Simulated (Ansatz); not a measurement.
**Relative stability**

The two ends of one reaction step of BSiH5OF2, singlet (PBE0-D4/def2-TZVP).

A:

B1  (0.036, 0.717, -1.633)
O2  (1.179, 1.424, -1.673)
F3  (0.080, -0.594, -1.776)
F4  (-1.150, 1.291, -1.470)
H5  (0.211, 0.270, 1.102)
Si6  (-0.241, -1.049, 1.620)
H7  (1.048, 2.368, -1.557)
H8  (0.771, -2.080, 1.283)
H9  (-0.388, -0.952, 3.094)
H10  (-1.547, -1.395, 1.009)
(Å)

B:

```
atom    x (Å)    y (Å)    z (Å)
  B1  -0.4502   0.1643  -0.6485
  O2   1.1434   1.1459  -0.3978
  F3  -0.1597  -0.3445  -1.8693
  F4  -1.3081   1.2118  -0.6735
  H5   0.8801   2.0743  -0.3723
 Si6  -0.4431  -1.0742   0.9716
  H7   1.6589   1.0191  -1.2040
  H8   0.7670  -1.9435   0.9750
  H9  -0.4474  -0.2930   2.2406
 H10  -1.6410  -1.9602   0.9781
```

Ansatz 0.2.0; basis: def2-TZVPP; cores frozen in the correlated methods. B3LYP uses VWN-RPA correlation.

(1) Which structure is lower at CCSD(T), and by how much? (Judge from chemistry; the value comes from the calculation.)

No T1 diagnostic of these runs exceeds 0.013.

Answers

(1) The calculation gives: A, by 134.3 kJ/mol (electronic energy, against the other). By their contacts, A is a complex of BHOF₂ ([OH][B]([F])[F]) + SiH₄ and B is a complex of BSiH₃F₂ ([F][B]([F])[SiH3]) + H₂O.

All methods give the same order:

```json
{"method": "SPW92", "E(B) − E(A) (kJ/mol)": "99.6"}
{"method": "PBE-D4", "E(B) − E(A) (kJ/mol)": "114.7"}
{"method": "BLYP-D4", "E(B) − E(A) (kJ/mol)": "131.9"}
{"method": "r2SCAN-D4", "E(B) − E(A) (kJ/mol)": "128.0"}
{"method": "B97M-V", "E(B) − E(A) (kJ/mol)": "136.7"}
{"method": "PBE0-D4", "E(B) − E(A) (kJ/mol)": "122.0"}
{"method": "B3LYP-D4", "E(B) − E(A) (kJ/mol)": "136.4"}
{"method": "r2SCAN0-D4", "E(B) − E(A) (kJ/mol)": "131.7"}
{"method": "BHLYP-D4", "E(B) − E(A) (kJ/mol)": "144.2"}
{"method": "CAM-B3LYP-D4", "E(B) − E(A) (kJ/mol)": "136.6"}
{"method": "wB97X-V", "E(B) − E(A) (kJ/mol)": "127.8"}
{"method": "wB97M-V", "E(B) − E(A) (kJ/mol)": "131.2"}
{"method": "B2PLYP", "E(B) − E(A) (kJ/mol)": "139.6"}
{"method": "PBE-QIDH", "E(B) − E(A) (kJ/mol)": "130.1"}
{"method": "RPA on PBE", "E(B) − E(A) (kJ/mol)": "134.9"}
{"method": "HF", "E(B) − E(A) (kJ/mol)": "174.5"}
{"method": "MP2", "E(B) − E(A) (kJ/mol)": "136.7"}
{"method": "CCSD", "E(B) − E(A) (kJ/mol)": "139.8"}
{"method": "CCSD(T)", "E(B) − E(A) (kJ/mol)": "134.3"}
```

Labels in which every atom is bracketed show which atoms are joined, not bond orders.

For scale, one of the runs: CCSD(T)/def2-TZVPP, 236 basis functions, launched by `ansatz run in.yaml --threads 4 --pin off --events-out ev --progress --plain --max-ram 9574MiB`. Hardware: 4 CPU threads of an Intel Xeon 6975P-C, shared host. Wall time 33 s; peak host memory 4.9 GiB.
